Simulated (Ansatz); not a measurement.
Sn₁₉H₂₉, relaxed as a doublet with UKS PBE-D4/def2-SVP in Ansatz, starting from a model built from a lattice or polyhedron. Force threshold 0.03 eV/Å.

In the def2 sets Sn takes a core potential; there is no spin–orbit coupling. Single mean-field runs in def2-SVP are fitted with def2-universal-jkfit.

Start:

```xyz
48

Sn    0.613    2.678   -4.217
Sn   -3.652    3.971   -3.202
Sn   -0.200    5.015   -0.359
Sn    0.968    0.586   -0.146
Sn   -3.313    1.890    0.870
Sn    5.585   -2.801    2.883
Sn    1.322   -1.505    3.905
Sn   -2.486   -0.473   -2.988
Sn   -2.112   -2.520    1.059
Sn    2.141   -3.845    0.042
Sn   -0.969    4.719   -3.014
Sn    0.204    0.256   -2.819
Sn    4.863   -3.099    0.193
Sn   -4.063    1.585   -1.805
Sn   -0.598    2.618    1.027
Sn    0.561   -1.824    1.219
Sn   -3.720   -0.551    2.260
Sn    4.024   -0.791    4.036
Sn   -2.883   -2.863   -1.587
H     0.164    2.515   -5.860
H     2.264    3.138   -4.140
H    -4.116    3.792   -4.848
H    -4.647    5.219   -2.478
H     1.443    5.452   -0.272
H    -1.159    6.247    0.355
H     2.603    1.048   -0.064
H    -4.263    3.115    1.608
H     7.248   -2.329    2.968
H     5.332   -4.287    3.721
H     0.356   -0.286    4.632
H     1.060   -2.994    4.762
H    -2.977   -0.639   -4.656
H    -2.402   -4.020    1.910
H     1.689   -4.036   -1.586
H     1.903   -5.340    0.891
H    -0.723    6.208   -3.885
H     1.156   -0.956   -3.546
H     5.100   -1.643   -0.645
H     5.800   -4.347   -0.536
H    -5.713    1.129   -1.879
H    -0.179    2.836    2.679
H    -3.286   -0.367    3.888
H    -5.374   -0.977    2.146
H     4.281    0.694    3.212
H     4.483   -0.594    5.693
H    -1.932   -4.088   -2.344
H    -4.556   -3.288   -1.697
H     0.156   -4.248    2.613
```

Estimate the energy that the relaxation releases and the steps that it takes.

109.9 kJ/mol, in 32 steps; 4.2 min on 4 threads of AMD EPYC 7R13 on a shared host and a share (37 GiB) of an NVIDIA H100 80GB HBM3. The force fell under the threshold at step 22, but the optimiser went on and released 0.014 eV more. No frequencies were taken in this run, so the end may be a saddle point.

Does the start keep its bonding and symmetry?

Bonds lost: Sn4–Sn16 (atoms count from 1). Bonds formed: Sn16–H48 (atoms count from 1).

Predict the relaxed structure.


```xyz
48

Sn    1.080    2.414   -3.950
Sn   -3.178    3.806   -2.972
Sn    0.253    4.746   -0.083
Sn    1.451    0.348    0.100
Sn   -2.921    1.624    1.128
Sn    5.096   -1.845    2.200
Sn    0.768   -1.252    3.798
Sn   -2.094   -0.713   -2.747
Sn   -2.565   -3.079    1.309
Sn    1.639   -3.716   -0.288
Sn   -0.450    4.473   -2.794
Sn    0.639   -0.037   -2.591
Sn    4.205   -2.553   -0.370
Sn   -3.604    1.379   -1.601
Sn   -0.194    2.316    1.312
Sn    0.141   -3.384    2.071
Sn   -3.680   -0.751    2.447
Sn    3.355   -0.151    3.613
Sn   -2.839   -3.130   -1.498
H     0.659    2.226   -5.629
H     2.771    2.809   -3.888
H    -3.650    3.643   -4.637
H    -4.153    5.066   -2.279
H     1.926    5.193    0.065
H    -0.683    6.015    0.654
H     3.043    1.092   -0.009
H    -3.846    2.941    1.803
H     6.682   -1.147    2.118
H     5.237   -3.315    3.116
H    -0.418   -0.015    3.505
H     0.501   -1.803    5.429
H    -2.514   -0.823   -4.438
H    -3.474   -4.433    1.931
H     0.667   -3.083   -1.583
H     1.783   -5.427   -0.582
H    -0.132    5.970   -3.628
H     1.622   -1.251   -3.362
H     4.191   -1.173   -1.419
H     5.311   -3.705   -1.060
H    -5.291    0.945   -1.699
H     0.270    2.568    2.971
H    -3.283   -0.683    4.137
H    -5.414   -0.866    2.340
H     3.277    1.413    2.869
H     3.970    0.084    5.224
H    -1.943   -4.472   -2.144
H    -4.514   -3.411   -1.880
H     0.301   -4.856    2.993
```
Bond lengths (bridged metal pairs left out): 23 × Sn–Sn 2.81 to 2.84 Å; 29 × H–Sn 1.73 to 1.76 Å.
